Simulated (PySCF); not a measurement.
# Hg: ionisation energy

Hg [Xe] 4f14 5d10 6s2 (1S) → Hg⁺ [Xe] 4f14 5d10 6s1 (2S), as a difference of total energies. All numbers are calculated (PySCF 2.14, scalar relativity through the core potential, in cc-pVDZ-PP with ECP60MDF). Correlated levels: valence: 5s2 5p6 frozen. The calculations carry no spin-orbit coupling.

```csv
method,ionisation energy (eV),error (eV)
UHF,8.576,-1.862
MN15,10.617,+0.179
r2SCAN,10.449,+0.011
MP2 (valence),10.122,-0.316
SCS-MP2 (valence),10.072,-0.366
CCSD (valence),9.947,-0.491
CCSD(T) (valence),10.027,-0.411
```

Reference: 10.438 eV (measured; NIST Atomic Spectra Database, ionization energies).

Errors of the correlated levels include the incompleteness of this basis and the frozen core.
